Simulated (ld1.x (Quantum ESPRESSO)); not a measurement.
**silicon (Si): excitation energies, all-electron against RRKJ**

silicon (Si), norm-conserving RRKJ (Kleinman–Bylander form), made with ld1.x (Quantum ESPRESSO) 7.5 (PBE, scalar-relativistic). Core [Ne], reference 3s2 3p2. Waves: 3p (bound): rc 1.40 bohr; 3s (bound): rc 1.75 bohr. Local part: the s channel. Core correction: none.

Energies are relative to the spin-unpolarised reference configuration 3s2 3p2; without spin polarisation the order of configurations can differ from experiment.

```
valence configuration  charge  ΔE all-electron (eV)  error AE − PS (meV)
              3s2 3p1      +1                 7.740                 +0.3
              3s2 3p0      +2                23.733                 +2.9
              3s1 3p2      +1                15.171                  +14
              3s0 3p4       0                13.778                  +35
            3s2 3p1.5    +0.5                 2.921                  0.0
            3s2 3p2.3    -0.3                -0.930                 +0.1
```

**Question.** What are ΔE and the potential's error for 3s1 3p0?

**Answer.** ΔE = 57.704 eV all-electron; the error (AE − PS) is +64 meV.
